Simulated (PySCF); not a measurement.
## Energy of Ag⁻ (silver, charge -1) between two integer charges

The 5s beta orbital of [Kr] 4d10 5s2 is emptied in steps (occupation f), with all orbitals relaxed, ending at [Kr] 4d10 5s1. Calculation: PySCF 2.14, in aug-cc-pVTZ-PP with ECP28MDF (6s6p5d3f2g, 88 functions); scalar relativity through the core potential. The exact energy is a straight line in f; departures are measured from the line between the end points of the same method.

Q: Among PBE0, r2SCAN, LC-wPBE, which shows the largest delocalisation error (convex curve), and which is closest to linear?

A: Most convex: r2SCAN (-0.551 eV at f = 0.5); closest to linear: LC-wPBE (0.069 eV).

| f | PBE0 (eV) | r2SCAN (eV) | LC-wPBE (eV) |
| --- | --- | --- | --- |
| 1 | 0.000 | 0.000 | 0.000 |
| 0.75 | -0.305 | -0.404 | 0.060 |
| 0.5 | -0.420 | -0.551 | 0.069 |
| 0.25 | -0.323 | -0.421 | 0.046 |
| 0 | 0.000 | 0.000 | 0.000 |

```csv
method,E(f=0) − E(f=1) (eV),−ε at f=1 (eV),−ε at f=0.5 (eV)
PBE0,1.147,-0.413,1.097
r2SCAN,1.271,-0.807,1.237
LC-wPBE,0.826,1.205,0.791
```

At f = 1 the orbital energy is positive for PBE0, r2SCAN: only the finite basis holds the electron.

Reference removal energy between the ground levels: 1.304 eV (measured; photodetachment measurements, as compiled on the Wikipedia data page of electron affinities).
